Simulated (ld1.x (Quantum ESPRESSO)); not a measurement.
## antimony (Sb), TM: configuration errors across variants

```json
{
 "Element": "antimony",
 "Generator": "ld1.x (Quantum ESPRESSO) 7.5",
 "Type": "norm-conserving Troullier–Martins (Kleinman–Bylander form)",
 "Functional": "PBE",
 "Relativity": "scalar-relativistic",
 "Frozen core": "[Kr] 4d10",
 "Valence charge": "5",
 "Reference configuration": "5s2 5p3",
 "Partial waves": "5s (bound): rc 1.50 bohr; 5p (bound): rc 2.25 bohr; 5d channel at -0.15 Ry: rc 1.95 bohr",
 "Local potential": "all-electron potential smoothed inside 1.15 bohr (lloc = -1)",
 "Core correction": "a·sin(br)/r model core, default radius (core density twice the valence density)"
}
```

All-electron excitation energies from the reference (eV): (1) 5s2 5p2 8.317; (2) 5s2 5p1 24.285; (3) 5s2 5p0 48.698; (4) 5s1 5p3 17.049; (5) 5s2 5p2.5 3.262; (6) 5s1 5p0 92.991; (7) 5s2 5p3.3 -1.159.

The default core radius of the base comes out at 1.62 bohr.

3 further variants failed, have other tests or too few solved ones, and are left out.

A true bound ghost makes a file unfit for plane-wave use even where its test errors are small: the radial tests pick states by their node count and pass the ghost by.

Errors AE − PS in meV (a dash: test not solved or not reliable):

| change | (1) | (2) | (3) | (4) | (5) | (6) | (7) | bound ghosts |
| --- | --- | --- | --- | --- | --- | --- | --- | --- |
| base | -5.8 | -37 | -134 | -34 | -1.3 | -469 | +0.1 | s, p |
| local potential the p channel | -4.7 | -31 | -118 | -29 | -1.1 | -438 | +0.2 | d |
| core correction a·sin(br)/r model core inside 1.80 bohr | -5.9 | -38 | -138 | -34 | -1.3 | -473 | +0.1 | s, p |
| wave 5d channel at -0.15 Ry: rc 1.95 bohr becomes 5d channel at 1.54 Ry: rc 1.95 bohr | -5.8 | -37 | -134 | -34 | -1.3 | -469 | +0.1 | s, p |
| wave 5p (bound): rc 2.25 bohr becomes 5p (bound): rc 1.48 bohr | -10 | -58 | -167 | -44 | -2.3 | -567 | -0.2 | s, p |

(1) Give the same row for: local potential all-electron potential smoothed inside 1.28 bohr (lloc = -1).

Results:

(1) -7.4, -43, -142, -42, -1.7, -486, +0.1; bound ghosts: d, s, p.
